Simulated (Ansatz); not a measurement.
Compare A (`C[S][ZnH]`) with its isomer B (`S[CH2][ZnH]`).

Isolated molecules relaxed with PBE0-D4/def2-TZVP in Ansatz; ΔE leaves out vibrations. CCSD(T)/CBS adds triple-zeta CCSD(T) − MP2 to the extrapolated MP2 energy (def2 sets, frozen cores). DFT in def2-TZVPP. B3LYP here is the variant with VWN-RPA as its local correlation; programs differ in this. For Zn outer-core shells are correlated without core-valence functions, which leaves a few kJ/mol of doubt a bond. Scalar relativity is left out up to krypton. One conformer a species, not always the lowest.

Q: Which is lower in electronic energy at CCSD(T)/CBS, and by how much? (Estimate.)

A: The calculation gave: A, by 104.9 kJ/mol.

Q: Give E(B) − E(A) in kJ/mol with BLYP-D4, B3LYP, CCSD(T)/def2-SVP, B2PLYP, B3LYP-D4, PBE0-D4, HF/def2-TZVPP. (Estimate.)

A: Ansatz gave: BLYP-D4 101.5, B3LYP 105.9, CCSD(T)/def2-SVP 99.8, B2PLYP 104.9, B3LYP-D4 105.1, PBE0-D4 105.6, HF/def2-TZVPP 120.7. None reverses the order clearly.

Q: Does the order hold for the free energy at 298.15 K (harmonic terms from PBE0-D4)? (Best estimate.)

A: Ansatz gave: Yes: G(B) − G(A) = +97.5 kJ/mol, for one conformer each.

Largest T1 diagnostic: 0.014.

From BLYP to BHLYP (50 % exact exchange), in def2-TZVPP and without D4, E(B) − E(A) moves by +8.5 kJ/mol. In def2-TZVPP, CCSD(T) changes the Hartree–Fock value by −20.3 kJ/mol (the triples alone add −1.8 kJ/mol) and MP2 by −19.8 kJ/mol.
